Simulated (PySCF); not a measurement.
Dipole response of Mg (magnesium, neutral)

[Ne] 3s2, closed-shell 1S. All numbers are calculated (PySCF 2.14, the spin-free X2C one-electron Hamiltonian (Gaussian nucleus), in aug-cc-pCVTZ-DK with one added diffuse shell each of s, p, d, f type (9s8p6d4f, 91 functions)). Coupled (time-dependent) response in atomic units; α is the mean over directions.

```csv
method,mean α (bohr³),C₆ (like pair),S(−4)
UHF,81.10,759.7,3523
PBE,73.89,658.0,2969
PBE0,74.84,672.7,3015
wB97X,74.43,667.2,2979
TPSS,77.49,718.9,3143
```

S(−4) is the Cauchy moment in α(ω) = α(0) + S(−4) ω² + …

Reference α: 71.2 ± 0.4 bohr³ (recommended; Schwerdtfeger and Nagle, table of static dipole polarizabilities (2023 update)). Published C₆: 626.0 (Chu and Dalgarno (2004); Tang, Norbeck and Certain (1976)).

Hartree-Fock lies above the reference because it lacks correlation, which contracts the outer shell.

α(iu) at UHF:

```tsv
u (hartree)	α(iu) (bohr³)
0	81.10
0.0500	73.17
0.100	56.69
0.200	30.12
0.300	17.13
0.500	7.421
0.750	3.697
1.00	2.279
1.50	1.201
2.00	0.7903
3.00	0.4548
5.00	0.2290
```

A single London oscillator, α(iu) = α/(1 + u²/ω²), gives C₆ = (3/4) ω α². Matching the computed C₆ needs ω = 4 × 759.7 / (3 × 81.10²) = 0.154 hartree.
